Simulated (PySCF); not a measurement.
Magnetic susceptibility: SMILES C=CC1=CCC1(C)C, C8H12

Molfile (atoms numbered from 1):
```
C8H12
     RDKit          3D

 20 20  0  0  0  0  0  0  0  0999 V2000
    1.9317    1.7913   -0.1811 C   0  0  0  0  0  0  0  0  0  0  0  0
    1.8925    0.6181    0.4447 C   0  0  0  0  0  0  0  0  0  0  0  0
    0.7859   -0.2970    0.4271 C   0  0  0  0  0  0  0  0  0  0  0  0
    0.5794   -1.4979    0.9891 C   0  0  0  0  0  0  0  0  0  0  0  0
   -0.8025   -1.6638    0.4312 C   0  0  0  0  0  0  0  0  0  0  0  0
   -0.5880   -0.2688   -0.2336 C   0  0  0  0  0  0  0  0  0  0  0  0
   -1.5284    0.8111    0.2832 C   0  0  0  0  0  0  0  0  0  0  0  0
   -0.5707   -0.3083   -1.7553 C   0  0  0  0  0  0  0  0  0  0  0  0
    1.1052    2.1526   -0.7683 H   0  0  0  0  0  0  0  0  0  0  0  0
    2.7951    2.4327   -0.1277 H   0  0  0  0  0  0  0  0  0  0  0  0
    2.7458    0.2885    1.0266 H   0  0  0  0  0  0  0  0  0  0  0  0
    1.1695   -2.1400    1.6188 H   0  0  0  0  0  0  0  0  0  0  0  0
   -0.9258   -2.4913   -0.2671 H   0  0  0  0  0  0  0  0  0  0  0  0
   -1.6017   -1.7022    1.1711 H   0  0  0  0  0  0  0  0  0  0  0  0
   -2.5473    0.6073   -0.0416 H   0  0  0  0  0  0  0  0  0  0  0  0
   -1.2352    1.7880   -0.0940 H   0  0  0  0  0  0  0  0  0  0  0  0
   -1.5085    0.8450    1.3704 H   0  0  0  0  0  0  0  0  0  0  0  0
   -0.2660    0.6537   -2.1609 H   0  0  0  0  0  0  0  0  0  0  0  0
    0.1272   -1.0642   -2.1088 H   0  0  0  0  0  0  0  0  0  0  0  0
   -1.5634   -0.5443   -2.1352 H   0  0  0  0  0  0  0  0  0  0  0  0
  1  2  2  0
  2  3  1  0
  3  4  2  0
  4  5  1  0
  5  6  1  0
  6  7  1  0
  6  8  1  0
  6  3  1  0
  1  9  1  0
  1 10  1  0
  2 11  1  0
  4 12  1  0
  5 13  1  0
  5 14  1  0
  7 15  1  0
  7 16  1  0
  7 17  1  0
  8 18  1  0
  8 19  1  0
  8 20  1  0
M  END
```

Method used: GIAO KT3/pcSseg-1 magnetisability, rotational g tensor and spin-rotation constants, non-relativistic, gas phase (PySCF 2.14.0). Geometry: GFN2-xTB.

Task: What are the magnetisability and the molar susceptibility?

Result: Isotropic -1217 × 10⁻³⁰ J/T², or -73.3 × 10⁻⁶ cm³/mol; principal values -1370, -1157, -1124 × 10⁻³⁰ J/T², anisotropy 231 × 10⁻³⁰ J/T² (root of half the summed squared differences of the principal values). The susceptibility is in cgs units.

Task: Split it along the inertial axes a, b, c into diamagnetic and paramagnetic parts about the centre of mass, with the quadrupole moment.

Result: 
```csv
axis,χ (10⁻⁶ cm³/mol),diamagnetic (10⁻⁶ cm³/mol),paramagnetic (10⁻⁶ cm³/mol),summed x² of all electrons (Å²),quadrupole Θ (D Å)
a,-68.8,-565.9,497.2,139.6,+2.02
b,-68.6,-793.0,724.4,86.1,+2.23
c,-82.5,-957.5,875.1,47.3,-4.25
```
Anisotropies 2χaa − χbb − χcc = +13.5 and 2χbb − χaa − χcc = +14.1 × 10⁻⁶ cm³/mol. Θ is traceless in Buckingham's convention.

Task: And the rotational g tensor?

Result: 
| axis | rotational constant (GHz) | g | nuclear part | electronic part |
| --- | --- | --- | --- | --- |
| a | 2.8270 | -0.0270 | 0.6332 | -0.6603 |
| b | 1.8445 | -0.0179 | 0.6098 | -0.6277 |
| c | 1.4784 | -0.0021 | 0.6057 | -0.6078 |

Asymmetric top; isotopes 12C, 1H; no vibrational averaging.
